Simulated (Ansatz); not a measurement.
C2H2N, charge -1, singlet, at a GFN2-xTB geometry (a gas-phase anion, which may not be bound at this level). Base run: R2SCAN/STO-3G in Ansatz (a first-principles code).

Geometry (Å):
```xyz
5

C      0.0024    -0.0574    -1.1743
C     -0.0003    -0.0094     0.1735
N     -0.0030     0.1528     1.3410
H      0.9230    -0.3320    -1.6894
H     -0.9147    -0.3370    -1.6929
```
Charge -1, spin multiplicity 1.
All else is at Ansatz's defaults.
Base energy -130.24780 Eh.

Each row names what was changed in the base input (with any setting that the change needs).

```tsv
change	ΔE vs base (kcal/mol)
base	0.000
point_charge = charge:0.5 position_ang:2.2608, 1.5438, 3.4927	-40.89
point_charge = charge:1.0 position_ang:-2.5423, -3.9496, 1.2673	-65.4
nuclear_model = gaussian	0.005
final_grid = 4, 8, 17	-3.13
fitting.mean_field = def2-universal-JKFIT	-0.607
fitting.mean_field = cc-pVTZ-JKFIT	-0.085
lower_state_search = off	0.000
lower_state_search = light	0.000
final_grid = 10, 20, 41	-0.008
final_grid = 6, 12, 29	-0.391
```

A gas-phase anion may not be bound at this level; its values then depend on the basis.
